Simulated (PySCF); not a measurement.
Simulated absorption spectrum

Species: C3H8O2SSi2.
SMILES: `C=C1CO[Si@]1(S)O[SiH3]`

Computed with PySCF, TDDFT CAM-B3LYP/def2-SVPD, vertical, gas phase, core orbitals frozen in the response. Isolated species at its GFN2-xTB geometry (one conformer only). GFN2-xTB frequencies show an imaginary mode (24i cm⁻¹), so this geometry is no minimum at that level. Torsions of this conformer, `[CH2:1]=[C:2]1[CH2:3][O:4][Si@:5]1([SH:6])[O:7][SiH3:8]`: O4–Si5–O7–Si8 140°, H–S6–Si5–O4 34°.

Computed states:

```json
{"state": "S1", "E (eV)": "6.02", "f": "0.026"}
{"state": "S2", "E (eV)": "6.29", "f": "0.019"}
{"state": "S3", "E (eV)": "6.71", "f": "0.122"}
{"state": "S4", "E (eV)": "6.75", "f": "0.204"}
{"state": "S5", "E (eV)": "7.13", "f": "0.021"}
{"state": "S6", "E (eV)": "7.14", "f": "0.027"}
{"state": "S7", "E (eV)": "7.32", "f": "0.020"}
{"state": "S8", "E (eV)": "7.41", "f": "0.033"}
```

Broadening: Gaussians 0.25 eV wide at half height, area fixed by f = 4.319×10⁻⁹ ∫ε dν̃. The width is an assumption, not a result. The curve ends short of the highest state used, and states not computed would add to its high-energy end.

Problem. Give the broadened spectrum and its maxima.

Solution. 
(λ (nm), ε (L mol⁻¹ cm⁻¹)): (181.9, 26448), (183.2, 33251), (184.5, 34268), (185.8, 29167), (187.1, 20674), (188.5, 11765), (189.8, 5961), (191.1, 2817), (192.4, 1610), (193.7, 1478), (195.0, 1765), (196.3, 2060), (197.6, 2176), (198.9, 2126), (200.2, 2063), (201.5, 2142), (202.8, 2401), (204.1, 2726), (205.4, 2926), (206.7, 2854), (208.0, 2492), (209.3, 1939), (210.6, 1346), (211.9, 836), (213.2, 466), (214.5, 235), (215.8, 107), (217.1, 44), (218.4, 17), (219.7, 6)

Maxima: 206 nm (6.03 eV), ε about 2900, made up of S1 (97%); 198 nm (6.27 eV), ε about 2200, made up of S2 (92%); 184 nm (6.74 eV), ε about 35000, made up of S3 (37%) and S4 (63%) (ε in L mol⁻¹ cm⁻¹; maxima over ε = 5, shares over 10%).

Problem. What would ε be at 6.74 eV, the highest of these maxima, with half the width (0.125 eV)?

Solution. About 66100 L mol⁻¹ cm⁻¹ against 34700, a factor of about 1.9; a lone state at its own centre would give exactly 2.

Problem. On this curve, what absorbance would a 10⁻⁴ mol/L sample give at 193 nm over a 1 cm path?

Solution. 193 nm is 6.424 eV, where ε is about 1500 L mol⁻¹ cm⁻¹, so A = ε c l ≈ 0.15 (Beer–Lambert, with the gas-phase spectrum and the assumed width).

Problem. Coming from long wavelengths, where does ε first pass 100 L mol⁻¹ cm⁻¹?

Solution. At about 216 nm (5.74 eV), 0.27 eV below S1.
